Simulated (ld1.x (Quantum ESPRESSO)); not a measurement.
**gallium: one change to a TM potential, before and after**

- Element: Ga
- Generator: ld1.x (Quantum ESPRESSO) 7.5
- Type: norm-conserving Troullier–Martins (Kleinman–Bylander form)
- Functional: PBEsol
- Relativity: scalar-relativistic
- Frozen core: [Ar] 3d10
- Valence charge: 3
- Reference configuration: 4s1 4p0 (charge +2)
- Partial waves: 4p (bound, empty): rc 2.10 bohr; 4d channel at 0.3 Ry: rc 1.95 bohr; 4s (bound): rc 1.80 bohr
- Local potential: the s channel
- Core correction: a·sin(br)/r model core inside 1.05 bohr

All-electron outer shells of the reference configuration (PBEsol, scalar-relativistic, ld1.x):

| shell | level (eV) | outermost node (bohr) | outermost maximum (bohr) |
| --- | --- | --- | --- |
| 4s | -26.03 | 0.80 | 1.78 |
| 4p | -17.65 | 0.86 | 2.12 |

Change: reference 4s2 4p0.5.

Cutoffs: the cutoffs (Ry, on a coarse ladder) from which the occupation-weighted sum of valence levels, in a spherical-Bessel basis at the reference potential, stays within 10 and 1 mRy of its value at 400 Ry; they do not see the model core or the augmentation charge, which bear on the density cutoff. Errors are all-electron minus pseudo energies relative to the spin-unpolarised reference configuration.

Task: What does the change do?

Result: The potential gets harder (12 Ry and 35 Ry → 15 Ry and 35 Ry); both files keep a bound ghost (d); the range in which the s phases agree widens (upper end 2.1 → 3.2); the range in which the d phases agree narrows (upper end at the end of the scan → 1.2).

| quantity | base | changed |
| --- | --- | --- |
| cutoff, loose | 12 Ry | 15 Ry |
| cutoff, tight | 35 Ry | 35 Ry |
| bound ghosts | d | d |
| largest error over its own tests, meV | -161 | -158 |
| s: phases at 2.30 bohr within 0.05 rad from the reference energy up to (Ry; the scan ends near 5) | 2.1 | 3.2 |
| p: phases at 2.30 bohr within 0.05 rad from the reference energy up to (Ry; the scan ends near 5) | 4.6 | to the end of the scan |
| d: phases at 2.30 bohr within 0.05 rad from the reference energy up to (Ry; the scan ends near 5) | to the end of the scan | 1.2 |

 A true bound ghost makes a file unfit for plane-wave use even where its test errors are small: the radial tests pick states by their node count and pass the ghost by.
